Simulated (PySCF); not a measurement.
Atoms are numbered as in `[CH3:1][c:2]1[cH:3][cH:4][cH:5][c:6]([F:7])[p:8]1`; H(Xn) means a hydrogen on atom n.

Geometry: GFN2-xTB; GIAO absolute shieldings from PySCF 2.14, gas phase, non-relativistic, averaged over equivalent atoms.

At PBE0/pcSseg-1 (173 basis functions, 18 s wall time on 1 thread of an Arm Neoverse V2, shared host):
```json
{"atoms": "C6", "σ (ppm)": "-24.1"}
{"atoms": "C2", "σ (ppm)": "4.9"}
{"atoms": "C4", "σ (ppm)": "49.5"}
{"atoms": "C3", "σ (ppm)": "50.9"}
{"atoms": "C5", "σ (ppm)": "62.4"}
{"atoms": "C1", "σ (ppm)": "159.3"}
{"atoms": "F7", "σ (ppm)": "250.8"}
{"atoms": "P8", "σ (ppm)": "145.4"}
{"atoms": "H(C3)", "σ (ppm)": "23.89"}
{"atoms": "H(C4)", "σ (ppm)": "23.92"}
{"atoms": "H(C5)", "σ (ppm)": "24.10"}
{"atoms": "H(C1)", "σ (ppm)": "28.83"}
```

Question: Predict the values at LC-wPBE/pcSseg-1 on the same geometry.

Answer: 
| atoms | σ at LC-wPBE/pcSseg-1 | change |
| --- | --- | --- |
| C6 | -27.3 | -3.2 |
| C2 | 1.2 | -3.7 |
| C4 | 47.8 | -1.7 |
| C3 | 49.5 | -1.4 |
| C5 | 60.3 | -2.1 |
| C1 | 164.9 | +5.6 |
| F7 | 269.1 | +18.3 |
| P8 | 115.3 | -30.1 |
| H(C3) | 23.84 | -0.05 |
| H(C4) | 23.83 | -0.09 |
| H(C5) | 24.00 | -0.10 |
| H(C1) | 28.95 | +0.12 |

The largest change is at P8 (phosphorus bonded to 2 C, in a 6-membered ring). Cost: 173 basis functions, 45 s wall time on 1 thread of an Arm Neoverse V1, shared host. The order of the carbon signals is the same at both levels.
